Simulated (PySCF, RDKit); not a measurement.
Noncovalent pair: H2S (SMILES S) (first 3 atoms) with CHN (SMILES C#N); geometry from B3LYP-D3(BJ)/def2-TZVP, rigid monomers moved along the line of their centres of mass till H2···N5 is 2.73 Å.
(charge 0, multiplicity 1):
```
atom    x (Å)    y (Å)    z (Å)
----  -------  -------  -------
S      0.2190   0.0231  -0.8022
H      0.3110  -0.0499   0.5374
H     -0.0105  -1.2940  -0.9229
C      0.6054  -0.1206   4.4018
N      0.5042  -0.1752   3.2624
H      0.6994  -0.0700   5.4635
```

Monomers are frozen at their geometry in the pair; levels with a basis set take the counterpoise correction. Rows marked so take none.

Rows in 3-21G, 6-31G*, STO-3G carry no dispersion term and start afresh at each structure (6-31G* with six Cartesian d functions).

Codes used: PySCF for 3-21G rows, 6-31G* rows, STO-3G rows; RDKit for the force fields. Values without a source in brackets are computed.

Question: One of these levels gives -10.8 kJ/mol for the interaction energy. Name it.
A. MMFF94
B. HF/6-31G* (no counterpoise)
C. HF/STO-3G (no counterpoise)
D. HF/3-21G (no counterpoise)

Answer: D, HF/3-21G (no counterpoise). The others give -8.2 (MMFF94), -3.4 (HF/STO-3G (no counterpoise)), -6.9 (HF/6-31G* (no counterpoise))
